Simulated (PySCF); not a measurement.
SMILES [F][Ga]([I])[I] (B3LYP/def2-SVP optimised geometry):

```
4

Ga    -0.308    -0.004     0.000
F      1.445    -0.004     0.000
I     -1.432     2.212     0.000
I     -1.445    -2.212     0.001
```

Computed with PySCF 2.14.0 with B3LYP/def2-TZVP, def2 effective core potentials past Kr.

Question: What are the frontier orbital energies and the dipole moment?

Answer: HOMO-2 -8.17 eV, HOMO-1 -8.02 eV, HOMO -7.86 eV, LUMO -2.87 eV, LUMO+1 -1.97 eV; dipole moment 1.60 D.
